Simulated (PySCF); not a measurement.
**Electron correlation in Au²⁺ (gold, charge +2)**

[Xe] 4f14 5d8 6s1, 6s spin antiparallel (an excited configuration). All numbers are calculated (PySCF 2.14, scalar relativity by spin-free X2C-1e, in ANO-RCC-VTZP). Frozen: [Xe] 4f14; 9 electrons correlated.

MP2 pair energies summed by pair of shells (mhartree):

| pair | energy | share (%) |
| --- | --- | --- |
| 5d-5d | -179.72 | 78.6 |
| 5d-6s | -49.03 | 21.4 |

Total MP2 correlation energy: -228.75 mhartree.

Same-spin part -77.82 and opposite-spin part -150.93 mhartree; SCS-MP2 scales them by 1/3 and 6/5 to -207.06 mhartree.
